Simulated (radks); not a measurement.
Correlation energies from several functionals, in hartree. Species: Os3+ [Xe] 4f14 5d5; Rb [Kr] 5s1. All-electron calculation, non-relativistic Kohn-Sham, PBE, spin-polarised, spherical densities, point nucleus. Program: a radial shooting solver on a logarithmic mesh with Libxc functionals. Every spin shell is full or empty, so the densities are truly spherical. Functionals are evaluated on that one density, not self-consistently.

\begin{tabular}{lrr}
functional & Os3+ & Rb \\ \hline
PW92 & -7.6545 & -3.3448 \\
VWN5 & -7.6869 & -3.3598 \\
PZ & -7.6538 & -3.3428 \\
PBEsol & -5.0090 & -2.0551 \\
LYP & -3.9629 & -1.7827 \\
P86 & -5.0197 & -2.0494 \\
AM05 & -7.2119 & -3.0923 \\
OP (B88) & -3.8815 & -1.7203 \\
TPSS & -4.4674 & -1.8008 \\
revTPSS & -4.5029 & -1.8280 \\
B95 & -5.5514 & -2.1632 \\
Tao-Mo & -4.3685 & -1.7194 \\
\end{tabular}
